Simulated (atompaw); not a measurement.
# Building the PAW (atompaw) potential for P (Z = 15) (PBE, scalar-relativistic).

- Element: P (Z = 15)
- Generator: atompaw 4.2.0.5
- Type: PAW
- Functional: PBE
- Relativity: scalar-relativistic
- Frozen core: [He]
- Valence charge: 13
- Reference configuration: 2s2 2p6 3s2 3p3
- Partial waves: 2s (bound): rc 0.70 bohr; 3s (bound): rc 0.85 bohr; 2p (bound): rc 0.65 bohr; 3p (bound): rc 1.05 bohr; 3d channel at 0.3 Ry: rc 1.05 bohr; 3d channel at 1.7 Ry: rc 1.05 bohr
- Local potential: troulliermartins scheme with l = 3 at 0 Ry, radius 1.05 bohr
- Core correction: smooth core density matched at 0.55 bohr
- Augmentation charge: sinc compensation charge, radius 1.05 bohr; PAW radius 1.05 bohr; waves and projectors: custom polynom gramschmidtortho

All-electron outer shells of the reference configuration (PBE, scalar-relativistic, ld1.x):

```json
{"shell": "1s", "level (eV)": "-2084.17", "outermost node (bohr)": "–", "outermost maximum (bohr)": "0.07"}
{"shell": "2s", "level (eV)": "-173.99", "outermost node (bohr)": "0.14", "outermost maximum (bohr)": "0.42"}
{"shell": "2p", "level (eV)": "-124.49", "outermost node (bohr)": "–", "outermost maximum (bohr)": "0.36"}
{"shell": "3s", "level (eV)": "-13.97", "outermost node (bohr)": "0.65", "outermost maximum (bohr)": "1.58"}
{"shell": "3p", "level (eV)": "-5.51", "outermost node (bohr)": "0.64", "outermost maximum (bohr)": "1.83"}
```

Q: Does the generator finish with these settings?

A: Yes, a potential is produced.

Q: Estimate the cutoffs (Ry, on a coarse ladder) from which the occupation-weighted sum of valence levels, in a spherical-Bessel basis at the reference potential, stays within 10 and 1 mRy of its value at 400 Ry.

A: 300 Ry and over 300 Ry.

Q: What does a ghost test show?

A: No extra level below or beside the all-electron valence levels (s, p, d, f tested).

Q: Is the overlap operator S = 1 + Σ q|β⟩⟨β| positive definite (Bessel basis up to 400 Ry)?

A: Yes: its lowest eigenvalue is 0.55 (p channel).

Q: Which valence shell sets the plane-wave cutoff?

A: 2p: its level needs 300 Ry to come within 1 mRy, against 100 Ry for 2s.
